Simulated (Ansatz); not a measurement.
Ideal-gas functions of CH4AlFOSi, SMILES `[F][Al]1[O]C[SiH2]1` at 600 K and 1 bar, from an Ansatz frequency run at PBE0-D4/def2-TZVP.

Molar mass 106.11 g/mol, point group Cs (symmetry number 1), electronic degeneracy 1, moments of inertia 82.613, 233.118, 306.656 u Å². Harmonic wavenumbers (cm⁻¹, unscaled): 119, 180, 180, 343, 420, 427, 531, 621, 706, 743, 835, 912, 940, 988, 1212, 1252, 1468, 2212, 2224, 3038, 3088.

Use S(trans) = R[1.5 ln M + 2.5 ln T − 1.1517]; rotational temperatures θ = 24.2544 K / I; S(rot) = R[ln(√π/σ · √(T³/θAθBθC)) + 1.5]; for each mode x = 1.438777 ν̃/T, S = R[x/(eˣ − 1) − ln(1 − e⁻ˣ)] and H = RT x/(eˣ − 1); 1 cm⁻¹ = 0.0119627 kJ/mol; R = 8.31446 J/(mol·K).

By hand: the entropy, in J/(mol·K).

Translation 181.6. Rotation: θ = 0.2936, 0.104, 0.0791 K, giving 122.1. Vibration, mode by mode: 18.77, 15.36, 15.36, 10.17, 8.60, 8.47, 6.85, 5.73, 4.86, 4.53, 3.80, 3.29, 3.12, 2.85, 1.87, 1.73, 1.14, 0.26, 0.26, 0.05, 0.04, in all 117.1. Electronic 0.0. Sum 420.8 J/(mol·K).

By hand: H − E and G − E in kJ/mol, counted from the electronic energy.

Zero-point energy ½ × 22439 × 0.0119627 = 134.2; thermal vibration 37.5; translation, rotation and pV give 4 RT = 20.0. H − E = 191.7 kJ/mol, and G − E = 191.7 − 600 × 420.8/1000 = -60.8 kJ/mol.

Vibration gives 28 % of the entropy, 18.8 J/(mol·K) of it from the mode under 150 cm⁻¹: soft modes count most, and the harmonic formula is weakest for them.
